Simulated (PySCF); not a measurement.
Vertical excitations of a molecule CH₇FN₂Si from PySCF with TDDFT-PBE0/def2-SVPD, as energy in eV (oscillator strength): 6.56 (0.003), 6.83 (0.009), 6.96 (0.049), 7.59 (0.032), 7.63 (0.023), 7.72 (0.054), 7.93 (0.016), 8.18 (0.021), 8.44 (0.019), 8.47 (0.038). Lowest triplet (TDA): 6.32 eV. Geometry optimised at r2SCAN-D4/def2-SVP. The values are those of a single conformer.

Q: Identify the compound among the candidates.
A) N[SiH](N)CF
B) CN[Si@H](N)F
C) C[Si](N)(N)F
D) NC[Si@H](N)F

A: B, CN[Si@H](N)F
